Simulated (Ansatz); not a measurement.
Cost and result for the atomization energy of `NBC(F)F` (9 atoms, 8 bonds).

| atom | x (Å) | y (Å) | z (Å) |
| --- | --- | --- | --- |
| N1 | 0.083 | 1.103 | -0.905 |
| B2 | 0.052 | 0.562 | 0.361 |
| C3 | -0.149 | -1.014 | 0.509 |
| F4 | -0.183 | -1.639 | -0.715 |
| F5 | 0.896 | -1.562 | 1.203 |
| H6 | 0.209 | 2.083 | -1.090 |
| H7 | 0.003 | 0.530 | -1.729 |
| H8 | 0.157 | 1.245 | 1.335 |
| H9 | -1.068 | -1.307 | 1.032 |

The species carries charge 0 and has multiplicity 1. Geometry: relaxed with PBE0-D4/def2-TZVP. It is one conformer, not always the lowest. Program: Ansatz. All runs use 2 threads of an Arm Neoverse V1 on a shared host. Times are those of one run each, without the atoms' runs, and a repeat can differ threefold. Electronic energies, without spin–orbit coupling; frozen cores. CCSD(T)/CBS adds CCSD(T) − MP2 in def2-TZVPP to the MP2 limit, and its time is that of the two runs behind it. T1 = 0.013. HSE06 is the plane-wave form, built on full-range PBE exchange.

CCSD(T)/CBS is a level of theory with its own doubt, some kJ/mol a heavy atom from the limit and from the frozen cores, so smaller differences don't rank the functionals.

| level | functions | wall time |
| --- | --- | --- |
| revPBE-D4/def2-TZVPP | 211 | 3 s |
| PBE-D4/def2-TZVPP (with forces) | 211 | 3.4 s |
| PBE0-D4/def2-TZVPP | 211 | 3.7 s |
| HSE06-D4/def2-TZVPP | 211 | 4 s |
| CAM-B3LYP-D4/def2-TZVPP | 211 | 4.3 s |
| r2SCAN-D4/def2-TZVPP (with forces) | 211 | 6.5 s |
| CCSD(T)/def2-SVP | 90 | 7 s |
| ωB97X-V/def2-TZVPP | 211 | 11 s |
| B97M-V/def2-TZVPP | 211 | 14 s |
| ωB97M-V/def2-TZVPP (with forces) | 211 | 14 s |
| MP2/def2-QZVPP | 405 | 28 s |
| CCSD(T)/def2-TZVPP | 211 | 3 min |
| CCSD(T)/CBS(def2) | – | 3.5 min |

**Question.** What atomization energy does each give, and how far from CCSD(T)/CBS? (Best estimate.)

**Answer.** Computed: 
| level | atomization (kJ/mol) | difference from CCSD(T)/CBS | per bond |
| --- | --- | --- | --- |
| revPBE-D4/def2-TZVPP | 3455.0 | 13.0 | 1.6 |
| PBE-D4/def2-TZVPP (with forces) | 3567.1 | 125.1 | 15.6 |
| PBE0-D4/def2-TZVPP | 3468.7 | 26.7 | 3.3 |
| HSE06-D4/def2-TZVPP | 3472.0 | 30.0 | 3.8 |
| CAM-B3LYP-D4/def2-TZVPP | 3494.8 | 52.8 | 6.6 |
| r2SCAN-D4/def2-TZVPP (with forces) | 3464.7 | 22.7 | 2.8 |
| CCSD(T)/def2-SVP | 3266.4 | -175.6 | -21.9 |
| ωB97X-V/def2-TZVPP | 3467.0 | 25.0 | 3.1 |
| B97M-V/def2-TZVPP | 3451.9 | 9.9 | 1.2 |
| ωB97M-V/def2-TZVPP (with forces) | 3474.9 | 32.9 | 4.1 |
| MP2/def2-QZVPP | 3494.0 | 52.0 | 6.5 |
| CCSD(T)/def2-TZVPP | 3347.8 | -94.2 | -11.8 |
| CCSD(T)/CBS(def2) | 3442.0 | 0.0 | 0.0 |

From r2SCAN to r2SCAN0 (25 % exact exchange), in def2-TZVPP and without D4, the atomization energy moves by −77.7 kJ/mol: exact exchange takes away binding that semilocal exchange gives to molecules. At CCSD(T), def2-SVP lies −175.6 kJ/mol from the extrapolated value and def2-TZVPP −94.1 kJ/mol: correlation converges slowly with the basis, and small sets miss more of it in the bonded molecule than in its fragments. In def2-TZVPP, CCSD(T) changes the Hartree–Fock value by +889.2 kJ/mol (the triples alone add +56.2 kJ/mol) and MP2 by +979.7 kJ/mol; breaking electron pairs costs correlation energy, which Hartree–Fock lacks.
